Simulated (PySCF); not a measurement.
Correlation energy of Te (tellurium, neutral)

[Kr] 4d10 5s2 5p3 5d1, high-spin 5D determinant (an excited configuration). Calculation: PySCF 2.14, in aug-cc-pVDZ-PP with ECP28MDF (5s4p3d, 32 functions); a scalar-relativistic core potential. Frozen: 4s2 4p6 4d10; 6 electrons correlated.

| level | correlation energy (mhartree) |
| --- | --- |
| CCSD | -59.66 |
| (T) | -0.70 |
| CCSD(T) | -60.36 |
| CCSDT | -60.55 |

Diagnostics: T1 = 0.0040, D1 = 0.0101, largest double amplitude 0.047.

The outer electron is Rydberg-like, and this basis confines it to a smaller radius and binds it less than a complete one would.

Cost of the coupled-cluster step: of the order of 0.26 core-seconds, for 6 correlated electrons.

Iterations:

```
CC2 = 0
CCSD nocc = (np.int64(5), np.int64(1)), nmo = (23, 23)
frozen orbitals [[0, 1, 2, 3, 4, 5, 6, 7, 8], [0, 1, 2, 3, 4, 5, 6, 7, 8]]
max_cycle = 100
direct = 0
conv_tol = 1e-08
conv_tol_normt = 1e-06
diis_space = 8
diis_start_cycle = 0
Init t2, MP2 energy = -0.0462457858157104
Init E_corr(UCCSD) = -0.0462457858190038
cycle = 1  E_corr(UCCSD) = -0.0563464896316181  dE = -0.0101007038  norm(t1,t2) = 0.0402902
cycle = 2  E_corr(UCCSD) = -0.058716771070468  dE = -0.00237028144  norm(t1,t2) = 0.0122819
cycle = 3  E_corr(UCCSD) = -0.0596841591932182  dE = -0.000967388123  norm(t1,t2) = 0.0045551
cycle = 4  E_corr(UCCSD) = -0.0596601210572968  dE = 2.40381359e-05  norm(t1,t2) = 0.000851588
cycle = 5  E_corr(UCCSD) = -0.0596648267161589  dE = -4.70565886e-06  norm(t1,t2) = 0.000215141
cycle = 6  E_corr(UCCSD) = -0.0596633297331755  dE = 1.49698298e-06  norm(t1,t2) = 5.19904e-05
cycle = 7  E_corr(UCCSD) = -0.0596641356791336  dE = -8.05945958e-07  norm(t1,t2) = 1.11889e-05
cycle = 8  E_corr(UCCSD) = -0.059663754610799  dE = 3.81068335e-07  norm(t1,t2) = 2.54613e-06
cycle = 9  E_corr(UCCSD) = -0.0596639005029824  dE = -1.45892183e-07  norm(t1,t2) = 5.95764e-07
cycle = 10  E_corr(UCCSD) = -0.059663881445647  dE = 1.90573355e-08  norm(t1,t2) = 1.10066e-07
cycle = 11  E_corr(UCCSD) = -0.059663882410866  dE = -9.65219051e-10  norm(t1,t2) = 1.78728e-08
UCCSD converged
E(UCCSD) = -266.8015247745786  E_corr = -0.059663882410866
UCCSD(T) correction = -0.000697076900562685
```
